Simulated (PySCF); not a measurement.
**Electronic structure of Zr⁺ (zirconium, charge +1) at the PBE0 level**

Configuration: [Kr] 4d2 5s1, high-spin 4F determinant. Computed with PySCF 2.14 in x2c-SVPall, with scalar relativity by spin-free X2C-1e.

```
Total energy                        : -3597.35 hartree
One-electron energy                 : -4954.27 hartree
Hartree (Coulomb) energy            : 1471.45 hartree
Exchange-correlation energy         : -114.53 hartree
⟨S²⟩                                : 3.7512
⟨L²⟩                                : 12.008
Sum of ⟨r⟩                          : 27.84 bohr
Sum of ⟨r²⟩                         : 45.44 bohr²
Langevin diamagnetic susceptibility : -36.0 ×10⁻⁶ cm³/mol
Time after the integrals            : 1.8 s of wall time on 1 thread of Neoverse-N1 (shared host)
```

```
shell  electrons  mean orbital energy (hartree)  spread (hartree)  rms radius, mean of both spins (bohr)
 1s α          1                     -657.14374                 0                                 0.0426
 1s β          1                     -657.14302                 0                                 0.0426
 2s α          1                      -91.97472                 0                                  0.176
 2s β          1                      -91.96723                 0                                  0.176
 2p α          3                      -82.04572                 0                                  0.156
 2p β          3                      -82.03976                 0                                  0.156
 3s α          1                      -15.59029                 0                                  0.489
 3s β          1                      -15.58469                 0                                  0.489
 3p α          3                      -12.31880                 0                                  0.498
 3p β          3                      -12.31335                 0                                  0.498
 3d α          5                       -6.94458           0.00636                                  0.497
 3d β          5                       -6.93568           0.00605                                  0.497
 4s α          1                       -2.41160                 0                                   1.29
 4s β          1                       -2.36237                 0                                   1.29
 4p α          3                       -1.55607                 0                                   1.47
 4p β          3                       -1.49641                 0                                   1.47
 4d α          2                       -0.45589                 0                                   2.31
 5s α          1                       -0.40628                 0                                   3.73
```

Densities and radii are taken from the X2C orbitals without a picture-change correction, which distorts them close to the nucleus.
